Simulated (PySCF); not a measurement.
Several molecules and their computed UV-vis stick spectra, shuffled. Theory: TDDFT PBE0/def2-SVPD, vertical, gas phase, core orbitals frozen in the response in PySCF. Geometries: GFN2-xTB; one conformer of each isolated species. Triplets are in the Tamm–Dancoff approximation.

A. `C=CC/C=C/C(N)=O`
B. `CC#CCN(C)C=O`
C. `CCOCC(C)C`
D. `O=CN1[SiH2]N[Si@H]1P`
E. `CCOCO/C(F)=C/F`

Lowest singlet levels (six at most, fewer where fewer were computed) with oscillator strengths:

1. 230 nm (f 0.000); 228 nm (f 0.002); 221 nm (f 0.012); 215 nm (f 0.004); 201 nm (f 0.006); 194 nm (f 0.011); T1 4.92 eV
2. 178 nm (f 0.017); 165 nm (f 0.011); 163 nm (f 0.008); 158 nm (f 0.025); 150 nm (f 0.007); 148 nm (f 0.019); T1 6.83 eV
3. 266 nm (f 0.000); 216 nm (f 0.084); 209 nm (f 0.037); 199 nm (f 0.482); 180 nm (f 0.007); 178 nm (f 0.066); T1 3.87 eV
4. 216 nm (f 0.015); 190 nm (f 0.002); 179 nm (f 0.019); 177 nm (f 0.094); 173 nm (f 0.316); 168 nm (f 0.019); T1 4.31 eV
5. 214 nm (f 0.001); 192 nm (f 0.002); 187 nm (f 0.026); 184 nm (f 0.099); 183 nm (f 0.007); 179 nm (f 0.010); T1 5.11 eV

Question: Which spectrum belongs to which structure?

Answer: 1 = D, 2 = C, 3 = A, 4 = E, 5 = B.
- A: S1 at 4.67 eV, HOMO→LUMO (93%); Löwdin shares by element: HOMO oxygen 66%, carbon 18% or more, nitrogen 6%; LUMO carbon 60% or more, oxygen 9% (atoms not listed hold the other 31%); HOMO -7.38 and LUMO -1.02 eV.
- B: S1 at 5.78 eV, HOMO-1→LUMO+1 (53%), HOMO→LUMO+1 (10%), HOMO-3→LUMO+1 (9%); Löwdin shares by element: HOMO nitrogen 33%, oxygen 27%, carbon 16% or more (atoms not listed hold the other 24%); LUMO carbon 46% or more (atoms not listed hold the other 54%); HOMO -7.28 and LUMO 0.43 eV.
- C: S1 at 6.97 eV, HOMO→LUMO (94%); Löwdin shares by element: HOMO oxygen 58%, carbon 25% or more (atoms not listed hold the other 17%); LUMO carbon 38% or more (atoms not listed hold the other 62%); HOMO -7.32 and LUMO 0.76 eV.
- D: S1 at 5.40 eV, HOMO→LUMO (55%), HOMO-1→LUMO (12%); Löwdin shares by element: HOMO phosphorus 35%, oxygen 27%, silicon 7% or more, carbon 6% (atoms not listed hold the other 25%); LUMO silicon 44%, nitrogen 9% or more, hydrogen 9% or more (atoms not listed hold the other 38%); HOMO -7.33 and LUMO -0.83 eV.
- E: S1 at 5.74 eV, HOMO→LUMO (83%), HOMO→LUMO+2 (9%); Löwdin shares by element: HOMO carbon 53% or more, oxygen 20% or more, fluorine 14% or more; LUMO carbon 45% or more, fluorine 10% or more (atoms not listed hold the other 45%); HOMO -6.67 and LUMO 0.42 eV.
B and E have S1 within 0.04 eV of each other; their strongest listed levels stand at 6.75 eV (f 0.099) and 7.17 eV (f 0.316).

Without π bonds the low states may be Rydberg-like; a valence basis with one diffuse set may place them up to an eV too high.
